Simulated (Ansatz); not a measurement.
Molecule: CH₄B, charge -1, multiplicity 1. It need not be the lowest isomer of its formula. Whether it binds its extra electron was not tested at this geometry. 
Structure (B3LYP-D3(BJ)/def2-TZVP (Ansatz, a quantum-chemistry and plane-wave program) minimum search):
```
B
C 1 1.4506
H 2 1.0927 1 123.77
H 2 1.0927 3 112.46 1 -180.00
H 1 1.2222 2 122.31 3 0.00
H 1 1.2222 5 115.38 2 -180.00
```
Charge -1, spin multiplicity 1.

Basis-set convergence of Hartree-Fock and CCSD correlation energies (hartree) with Ansatz. Correlated levels leave the core frozen unless marked. Spin-orbit coupling is left out. Non-relativistic.

```json
[
 {"basis": "def2-SVPD", "functions": "72", "E(HF)": "-64.78530", "E(corr, CCSD)": "-0.29522"},
 {"basis": "def2-TZVPPD", "functions": "142", "E(HF)": "-64.85851", "E(corr, CCSD)": "-0.33385"},
 {"basis": "def2-QZVPPD", "functions": "258", "E(HF)": "-64.86255", "E(corr, CCSD)": "-0.34699"}
]
```

Extrapolating the two largest sets (X = 3 and 4) as X^-3: E(corr) = (64·(-0.34699) - 27·(-0.33385))/37 = -0.3566 Eh, an estimate of the basis-set limit. The largest set recovers 97.3 % of it, the smallest 82.8 %.
